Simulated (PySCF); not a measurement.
Exercise with solution: oscillator strength and radiative lifetime

CH5MoNS2, SMILES [CH3][Mo](=[NH])(=[S])[SH], multiplicity 1.

Geometry: B3LYP-D3(BJ)/def2-SVP. The spin state was assumed, not searched. The structure was generated by enumeration; whether it is a known compound was not checked. The def2 effective core potentials stand for the cores of Mo; spin–orbit coupling is left out. Other conformers were not sampled.

TDDFT-PBE/def2-SVPD (PySCF) puts the first singlet state with f over 0.02 at 3.74 eV (vertical), with the transition dipole (0.295, 0.218, -0.392) in atomic units.

Find the oscillator strength, the wavelength and the radiative lifetime that this transition would have in vacuum if emission retraced absorption.


|μ|² = 0.2882 au, so |μ| = 1.36 D. ΔE = 3.74/27.211 = 0.1374 hartree. f = (2/3) ΔE |μ|² = 0.026 (the program prints 0.026).
λ = 1239.84/3.74 = 332 nm; ν = 30165 cm⁻¹.
Einstein's coefficient A = 0.6670 ν² f s⁻¹ (ν in cm⁻¹) = 1.6e7 s⁻¹, so τ = 1/A = 62 ns. This state is S5; the lower singlets have f = 0.004, 0.005, 0.005, 0.004. The figure is the radiative limit of this one transition; relaxation, internal conversion, crossing to triplets and a medium change what is measured.
